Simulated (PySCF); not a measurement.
## Radial density of Xe⁺ (xenon, charge +1)

wB97X, [Kr] 4d10 5s2 5p4 5d1, one real determinant (an excited configuration). All numbers are calculated (PySCF 2.14, scalar relativity by spin-free X2C-1e, in aug-cc-pwCVTZ-DK3 with one added diffuse shell each of s, p, d, f type (11s10p8d5f1g, 125 functions)).

| r (bohr) | 4πr²ρ (e/bohr) | 4πr²(ρα − ρβ) |
| --- | --- | --- |
| 0.0249 | 66.59 | 0.0183 |
| 0.0419 | 62.58 | 0.0492 |
| 0.0705 | 88.10 | 0.0533 |
| 0.119 | 75.24 | 0.0110 |
| 0.199 | 72.53 | 0.1331 |
| 0.335 | 52.08 | 0.0039 |
| 0.564 | 27.37 | 0.3344 |
| 0.949 | 18.99 | -0.0126 |
| 1.60 | 5.502 | 1.2580 |
| 2.69 | 2.056 | 0.9943 |
| 4.52 | 0.2173 | 0.1771 |
| 7.60 | 0.009781 | 0.0098 |
| 12.8 | 3.094e-05 | 0.0000 |

Densities and radii are taken from the X2C orbitals without a picture-change correction, which distorts them close to the nucleus.

⟨L²⟩ = 8.04 against 12 for a pure F term, so this real determinant mixes terms. The outer electron is Rydberg-like, and this basis confines it to a smaller radius and binds it less than a complete one would.

(1) Where is the radial spin density 4πr²(ρα − ρβ) most negative, and why is it negative at all?

Results:

(1) Around r = 0.949 bohr, down to -0.0126 e/bohr: exchange with the open shell polarises the paired shells in an unrestricted calculation.
